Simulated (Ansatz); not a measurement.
# Relaxing a trial structure of Cl2FH3Sn2

The starting geometry of this gas-phase singlet was optimised with GFN2-xTB.

```xyz
8

Cl   -1.5668   -0.2116    1.0443
Cl    1.0380    1.2221   -1.2150
F     1.8601   -0.0211    1.6622
Sn   -1.5752   -0.3195   -1.5373
Sn    0.5600   -1.5921    1.2405
H     0.2490   -1.5946   -1.1050
H     1.3952    2.4436   -1.3401
H    -2.6392   -1.8765   -1.4658
```

Where would you expect an optimisation with B3LYP-D3(BJ)/def2-SVP to take it?

It falls apart into ClFH2Sn2 + ClH. Contacts that close: Sn4–H6 (2.27 → 1.96 Å), Sn5–H6 (2.37 → 1.99 Å).

The energy falls by 1.33 eV over 30 steps:

```json
{"step": "1", "E − E(last) (eV)": "1.327"}
{"step": "4", "E − E(last) (eV)": "0.549"}
{"step": "7", "E − E(last) (eV)": "0.426"}
{"step": "11", "E − E(last) (eV)": "0.328"}
{"step": "14", "E − E(last) (eV)": "0.098"}
{"step": "17", "E − E(last) (eV)": "0.013"}
{"step": "20", "E − E(last) (eV)": "0.007"}
{"step": "24", "E − E(last) (eV)": "0.002"}
{"step": "27", "E − E(last) (eV)": "0.000"}
{"step": "30", "E − E(last) (eV)": "0.000"}
```

Final geometry (Å):

```yaml
atoms:
  - { symbol: Cl, position_ang: [-1.6619, 0.2476, 0.8603] }
  - { symbol: Cl, position_ang: [1.1321, 1.9099, -1.4417] }
  - { symbol: F, position_ang: [1.7118, 0.1279, 0.8516] }
  - { symbol: Sn, position_ang: [-1.5380, -0.5973, -1.6690] }
  - { symbol: Sn, position_ang: [0.3668, -1.3583, 1.0600] }
  - { symbol: H, position_ang: [0.1059, -1.3616, -0.9167] }
  - { symbol: H, position_ang: [1.4995, 1.2148, -0.3804] }
  - { symbol: H, position_ang: [-2.2950, -2.1327, -1.0803] }
```

The end wasn't checked by frequencies. Atoms past krypton carry core potentials, without spin–orbit terms. Run with Ansatz 0.2.0, 2.1 min on 2 threads of Arm Neoverse V2, on a shared host.
